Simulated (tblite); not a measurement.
Species: CH9NPSi2 (doublet state).
Geometry (GFN2-xTB, Å), atoms numbered from 1 in this order:
```
atom  x, y, z in Å
C1    -0.6492   -0.5660   -1.1229
N2    -0.4181    0.1260    0.1229
Si3   -1.8318    0.7633    0.9099
Si4    1.1387   -0.0445    0.8823
P5     2.6761   -0.2543   -0.7349
H6    -1.0705   -1.5631   -0.9644
H7    -1.3475    0.0000   -1.7409
H8     0.2876   -0.6735   -1.6764
H9    -1.3506    1.4189    2.1169
H10   -2.4712    1.6858   -0.0314
H11   -2.7508   -0.3334    1.2319
H12    1.3341    1.2457    1.5700
H13    2.7180   -1.6390   -0.7340
H14    3.7346   -0.1663    0.1488
```

Computed values, GFN2-xTB/tblite, gas phase, harmonic and unscaled. This tight-binding method is rough: wavenumbers can miss measured ones by several per cent, in bad cases by 10 to 20. Modes of hydrogen on phosphorus and silicon can be 10 to 20 % off. One conformer, not necessarily the lowest. Open shells enter through the occupations alone, without spin polarisation, and single modes of such species can be off by tens of per cent.

Harmonic wavenumbers (cm⁻¹): 45.7, 84.6, 114.5, 138.1, 165.0, 207.4, 234.3, 323.9, 457.8, 478.4, 558.4, 571.5, 609.4, 642.3, 699.7, 727.1, 749.7, 790.7, 806.9, 930.7, 1095.4, 1145.9, 1154.5, 1172.1, 1429.2, 1485.5, 1499.0, 2132.6, 2219.0, 2240.5, 2297.6, 2322.6, 2392.4, 2925.0, 2948.2, 2982.1.

A = 5646, B = 1177, C = 1021 MHz; mass 122.001 u (most abundant isotopes); point group C1, symmetry number 1; spin multiplicity 2.

Q: What is the zero-point energy?

A: Half the sum of the wavenumbers: 20389 cm⁻¹ = 58.30 kcal/mol.

Q: Entropy at 298.15 K, 1 bar (ideal gas, RRHO, classical rotation)?

A: Translation 40.34, rotation 28.25, vibration 27.45, spin (R ln 2) 1.38: S = 97.4 cal/(mol K).

Q: And Cp and H(298.15 K) − H(0)?

A: Cp = 35.06 cal/(mol K), of which vibrations give 27.11 (their classical limit is 36 R = 71.5); H(298.15 K) − H(0) = 6.65 kcal/mol without the zero-point energy, 4.28 from vibrations.

Q: Blend soft modes into free rotors: weight 1/[1 + (100 cm⁻¹/ν̃)⁴] for the oscillator and the rest for a rotor with moment μB/(μ + B), μ = h/(8π²ν), B = 10⁻⁴⁴ kg m². What vibrational entropy results?

A: 25.41 cal/(mol K) in place of 27.45, which changes −T·S at 298.15 K by +0.61 kcal/mol.

Q: How do the functions run with temperature in this model?

A: 
| T (K) | S (cal/(mol K)) | Cp (cal/(mol K)) | H − H(0) (kcal/mol) | G − H(0) (kcal/mol) | ln q(vib) |
| --- | --- | --- | --- | --- | --- |
| 150 | 77.9 | 22.9 | 2.33 | -9.35 | 2.91 |
| 250 | 91.6 | 31.4 | 5.05 | -17.85 | 5.42 |
| 400 | 108.7 | 41.7 | 10.57 | -32.91 | 9.01 |
| 600 | 127.6 | 51.4 | 19.94 | -56.59 | 13.46 |
| 900 | 150.3 | 60.9 | 36.90 | -98.41 | 19.40 |

q(vib) and H(0) count from the zero-point level.

Hindered rotation and anharmonicity are outside this model. Other conformers, if any are populated, would add a mixing term that is left out. The structure is chiral; the term R ln 2 for an equal mix with its mirror image is left out.
